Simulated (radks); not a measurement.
The numbers below are computed, except where a source is named.
Q: All-electron atom: the thulium ion Tm3+ in [Xe] 4f12. Code: a radial shooting solver on a logarithmic mesh with Libxc functionals. Model: Dirac Kohn-Sham, revPBE, spin-unpolarised, spherical densities, finite nucleus; open shells fill j = l - 1/2 first; Fermi nuclear charge, rms radius 5.2256 fm. Some entries of the table are withheld. Estimate them.

orbital,occ.,eigenvalue (Ry),<r^2> (bohr^2)
1s1/2,2,-4353.865,0.0005486
2s1/2,2,-736.2004,0.008457
2p1/2,2,-701.8624,(1)
2p3/2,4,-629.8296,(2)
3s1/2,2,-167.3916,(3)
3p1/2,2,-152.2706,(4)
3p3/2,4,-137.0609,(5)
3d3/2,4,(6),0.04577
3d5/2,6,(7),0.04765
4s1/2,2,-34.96136,0.2796
4p1/2,2,-28.87572,0.2914
4p3/2,4,-25.43663,0.3288
4d3/2,4,-15.41926,0.3691
4d5/2,6,-14.79198,0.3838
5s1/2,2,-6.14674,1.640
5p1/2,2,-4.45319,2.045
5p3/2,4,-3.99398,2.350
4f5/2,6,-2.66509,(8)
4f7/2,6,-2.57160,(9)

A: 
(1) 2p1/2 <r^2> (bohr^2): 0.006090
(2) 2p3/2 <r^2> (bohr^2): 0.007305
(3) 3s1/2 <r^2> (bohr^2): 0.05571
(4) 3p1/2 <r^2> (bohr^2): 0.05148
(5) 3p3/2 <r^2> (bohr^2): 0.05827
(6) 3d3/2 eigenvalue (Ry): -111.2536
(7) 3d5/2 eigenvalue (Ry): -107.9300
(8) 4f5/2 <r^2> (bohr^2): 0.7188
(9) 4f7/2 <r^2> (bohr^2): 0.7470
